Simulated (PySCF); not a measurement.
## C₆ coefficients of unlike pairs at B97-3

Calculated with PySCF 2.14 from the dipole response of each species, C₆(A,B) = (3/π) ∫ α_A(iu) α_B(iu) du, in atomic units, from isotropic polarisabilities. For ions this is the dispersion term alone; charge-induced terms of lower order in 1/R come first.

| species | configuration | basis | relativity | α (bohr³) | C₆ (like pair) |
| --- | --- | --- | --- | --- | --- |
| Rb+ | [Kr] (1S) | def2-QZVPPD with the def2 core potential (28 electrons) (7s5p4d3f) | core potential | 8.632 | 51.23 |
| Mg | [Ne] 3s2 (1S) | def2-TZVPPD (5s5p3d) | none | 75.36 | 679.9 |
| Fe(2+) | [Ar] 3d6 (5D) | aug-cc-pVDZ (7s6p4d2f) | none | 3.620 | 10.20 |
| B(2+) | [He] 2s1 (2S) | aug-cc-pVTZ (5s4p3d2f) | none | 7.166 | 9.609 |

(1) Estimate C₆ for Fe(2+) with Mg.

No spin-orbit coupling is included.

The other pairs:

```json
{"pair": "Mg, Rb+", "C₆": "134.2"}
{"pair": "Fe(2+), Rb+", "C₆": "22.52"}
{"pair": "B(2+), Fe(2+)", "C₆": "7.881"}
{"pair": "B(2+), Mg", "C₆": "78.72"}
{"pair": "B(2+), Rb+", "C₆": "18.66"}
```

Answers

(1) The integral gives 56.31. The combination rule 2 C_A C_B / (C_A α_B/α_A + C_B α_A/α_B) gives 56.61 and the geometric mean 83.28.
